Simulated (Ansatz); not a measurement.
Calculated with Ansatz (gas phase, PBE0-D4/def2-TZVP geometries, no zero-point term in ΔE). CCSD(T)/CBS is the MP2 limit (def2-TZVPP, def2-QZVPP) plus CCSD(T) − MP2 in def2-TZVPP, frozen cores. Functionals use def2-TZVPP. def2 core potentials past Kr. For Te outer-core shells are correlated without core-valence functions, which leaves a few kJ/mol of doubt a bond. One conformer a species, not always the lowest.

`O[Si](O)(S)[TeH]` + `NCF` → `NC(F)[TeH]` + `O[SiH](O)S`  (formal exchange of groups at a Te–Si bond)

CCSD(T)/CBS gives +1.26 eV.

Q: Another level gave +1.32 eV. Which?
A. RPA@PBE/def2-TZVPP
B. PBE-QIDH/def2-TZVPP
C. BLYP/def2-TZVPP
D. revPBE-D4/def2-TZVPP

A: B. PBE-QIDH 1.32, revPBE-D4 1.21, BLYP 1.10, RPA@PBE/def2-TZVPP 1.16 eV.

Largest T1 diagnostic among the species: 0.012.

Leaving LDA and LC-ωPBE aside and taking each functional with its dispersion term where it has one, the values, not all of them listed here, spread over 0.16 eV, from BLYP-D4 to PBE-QIDH. The D4 term adds +0.06 eV with B3LYP and +0.03 eV with PBE0; it sums over pairs of atoms, weighted by their polarisabilities, and B3LYP, whose exchange is more repulsive, gets the larger term.

B3LYP here is the variant with VWN-RPA as its local correlation; programs differ in this.
